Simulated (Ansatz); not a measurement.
All numbers were calculated with Ansatz.

A structure relaxed at PBE0-D4/def2-TZVP, charge 0, multiplicity 1:

```csv
atom,x (Å),y (Å),z (Å)
N1,1.010,-0.591,1.549
Ge2,0.874,-1.383,-0.102
O3,-0.669,-0.858,-0.806
Si4,-1.311,0.609,-1.054
N5,-0.565,1.709,-0.003
F6,-1.048,1.110,-2.548
H7,0.699,-1.152,2.329
H8,1.923,-0.212,1.757
H9,2.037,-0.886,-0.970
H10,0.742,-2.910,-0.026
H11,-2.781,0.485,-0.969
H12,-0.718,2.702,-0.031
H13,-0.192,1.375,0.874
```

Problem. Give its formula and SMILES.

Solution. FGeH7N2OSi, `[NH2][GeH2][O][SiH](N)F`.

Problem. Point group (tolerance 0.08 Å, 0.16 Å for H)?

Solution. C1.

Problem. Summarise the bond lengths by kind.

Solution. 1 × Ge–N 1.837 Å; 4 × H–N 1.005 to 1.010 Å; 1 × Ge–O 1.776 Å; 2 × Ge–H 1.534 Å; 1 × O–Si 1.621 Å; 1 × N–Si 1.694 Å; 1 × F–Si 1.598 Å; 1 × H–Si 1.477 Å.
